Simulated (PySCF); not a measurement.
# Orbital energies and ionisation energy

Species: C8H9FO.
Cartesian coordinates in Å at the PBE0-D3(BJ)/def2-SVP level; atoms count from 1:
```
atom  x, y, z in Å
C1    -0.333    1.680   -0.415
C2    -0.028    0.234   -0.053
C3     1.413    0.027    0.178
C4     2.674    0.482    0.214
F5     3.385    1.562    0.023
C6     2.486   -0.893    0.540
O7     2.847   -1.987    0.865
C8    -0.955   -0.335    1.062
C9    -1.843   -0.965   -0.023
C10   -0.684   -0.798   -1.020
H11    0.201    1.977   -1.331
H12   -1.410    1.821   -0.590
H13   -0.029    2.360    0.395
H14   -1.402    0.408    1.740
H15   -0.434   -1.094    1.663
H16   -2.707   -0.334   -0.277
H17   -2.206   -1.987    0.157
H18   -0.074   -1.710   -1.103
H19   -0.910   -0.429   -2.031
```

Level: wB97X-D/def2-SVPD (PySCF). Frontier orbitals with their largest atomic shares (Löwdin; up to four atoms above 4 %):

```csv
orbital,ε (eV),main atoms
HOMO−3,-11.27,"C8 19 %, C10 19 %, C9 15 %, C2 10 %"
HOMO−2,-11.03,"C2 18 %, C9 18 %, C8 13 %, C10 12 %"
HOMO−1,-10.00,"O7 28 %, C4 17 %, C3 16 %, C6 10 %"
HOMO,-9.11,?
LUMO,1.23,"C3 32 %, C4 25 %, C6 8 %, C2 8 %"
LUMO+1,1.70,"C4 27 %, C6 11 %, F5 9 %, C3 9 %"
LUMO+2,2.35,"C9 17 %, H16 13 %, H12 9 %, C4 8 %"
```

Task: What vertical ionisation energy does ΔSCF give, and how far is −ε(HOMO) from it?

Result: ΔSCF: 9.42 eV (909 kJ/mol; threshold wavelength 132 nm); ⟨S²⟩ of the doublet left behind is 0.759, against 0.75 for a pure doublet. −ε(HOMO) is 9.11 eV, 0.31 eV below it. In exact Kohn–Sham theory the two would be equal; wB97X-D (range-separated hybrid) falls short of its own ΔSCF value by 3 %.

Task: On which atoms does the HOMO lie?

Result: O7 (carbonyl oxygen) 52 %, C6 (ring carbonyl carbon) 16 %, C3 (unsaturated ring carbon) 11 %, C4 (unsaturated ring carbon) 11 %. The HOMO−1 lies 0.89 eV lower.

Task: With α = 91.7 au, estimate the like-pair dispersion coefficient by London's formula C6 = (3/4)α²I.

Result: I = 0.3463 Eh, so C6 ≈ 2190 au, a rough estimate.

Task: How many of the 10 lowest singlet excitations (vertical TDDFT, same level) lie below the ionisation energy?

Result: All 10; they run from 5.26 to 8.48 eV.

Task: Shift the occupied levels rigidly so that −ε(HOMO) equals the ΔSCF value. What binding energies result?

Result: The shift is +0.31 eV: HOMO 9.42, HOMO−1 10.31, HOMO−2 11.34, HOMO−3 11.58 eV. A rigid shift is only a rough guide to the deeper ionisations.

One conformer (not necessarily the lowest) at the PBE0-D3(BJ)/def2-SVP geometry, without solvent, vibrations or thermal averaging.

wB97X-D is run here without its empirical dispersion term; that term would change no orbital, density or response property at a fixed geometry.
